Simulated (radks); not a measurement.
Results of a calculation; reference values are marked as such.
All-electron atom: the samarium ion Sm3+ in [Xe] 4f(5/2: 4, 7/2: 0) 6s1 (not the ground configuration).

Code: a radial shooting solver on a logarithmic mesh with Libxc functionals. Model: Dirac Kohn-Sham, PBE, spin-unpolarised, spherical densities, finite nucleus; Fermi nuclear charge, rms radius 5.0819 fm.

Energy parts (hartree):
| part | energy |
|---|---|
| total | -10431.8535 |
| kinetic | 11310.6198 |
| electron-nucleus | -25471.1470 |
| Hartree | 3963.4627 |
| exchange-correlation | -234.7889 |

Orbitals (lengths in bohr, moments of r in powers of bohr):
orbital	occ.	eigenvalue (hartree)	<r>	<r^2>	<r^4>
1s1/2	2	-1715.002	0.02274	0.0007049	1.318e-06
2s1/2	2	-281.4439	0.09650	0.01105	0.0002115
2p1/2	2	-266.8548	0.08074	0.008050	0.0001315
2p3/2	4	-244.7052	0.08736	0.009293	0.0001697
3s1/2	2	-62.95595	0.2546	0.07419	0.008332
3p1/2	2	-56.67581	0.2442	0.06936	0.007632
3p3/2	4	-52.19224	0.2570	0.07656	0.009236
3d3/2	4	-41.29535	0.2287	0.06161	0.006803
3d5/2	6	-40.32217	0.2327	0.06363	0.007218
4s1/2	2	-13.77886	0.5772	0.3761	0.2053
4p1/2	2	-11.36522	0.5907	0.3969	0.2350
4p3/2	4	-10.37004	0.6189	0.4355	0.2829
4d3/2	4	-6.39058	0.6578	0.5013	0.4060
4d5/2	6	-6.21080	0.6676	0.5163	0.4307
5s1/2	2	-2.85784	1.348	2.035	5.994
5p1/2	2	-2.16113	1.483	2.477	9.115
5p3/2	4	-2.00395	1.557	2.730	11.07
4f5/2	4	-1.56949	0.8473	0.9022	1.886
4f7/2	0	-1.54544	0.8552	0.9196	1.962
6s1/2	1	-0.89190	3.082	10.56	156.0

The highest occupied level is 6s1/2 at -24.270 eV. The configuration is held as typed, so some empty levels lie below it. The density falls to 0.001 e/bohr^3 at r = 4.09 bohr. The electron density at the nucleus is 5.333e+05 e/bohr^3. Summed over all electrons, <r^2> = 43.80 bohr^2, which gives a Langevin (diamagnetic) susceptibility term of -34.7 x 10^-6 cm^3/mol.
